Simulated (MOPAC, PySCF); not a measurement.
C5H8O, SMILES `C1(CCCC1)=O`, neutral singlet in the gas phase. 

Cartesian coordinates (Å):
SMILES: C1C(CCC1)=O
```xyz
14

O      2.1059    -1.4538     0.0163
C      1.1139    -0.7690     0.0086
C      1.0726     0.7448    -0.1750
C     -0.4018     1.0706    -0.4135
C     -1.1478    -0.0009     0.4015
C     -0.3181    -1.2657     0.1809
H      1.7652     1.0623    -0.9559
H      1.4255     1.1856     0.7664
H     -0.6744     2.0870    -0.1247
H     -0.6405     0.9554    -1.4762
H     -1.1358     0.2709     1.4624
H     -2.1917    -0.1083     0.1025
H     -0.3776    -2.0202     0.9666
H     -0.5953    -1.7587    -0.7599
```
Charge 0, multiplicity 1.

All levels are single points at this geometry (r2SCAN-D4/def2-TZVP); Pople sets use spherical d functions. Orbital energies aren't observables, and empty levels follow the basis.

```tsv
level	HOMO (eV)	LUMO (eV)	gap (eV)	dipole (D)	vertical IE, Delta-SCF (eV)
r2SCAN-D4/def2-TZVP in PySCF	-5.73	-1.36	4.37	3.12	8.99
B3LYP/3-21G in PySCF	-6.24	-0.13	6.11	2.63	–
BP86/6-31G* in PySCF	-5.17	-1.31	3.86	2.74	–
PBE/6-31G* in PySCF	-5.05	-1.21	3.84	2.72	8.73
HF/6-31G* in PySCF	-10.62	4.16	14.78	3.40	8.07
PM6 in MOPAC	-10.06	0.71	10.77	3.29	–
```
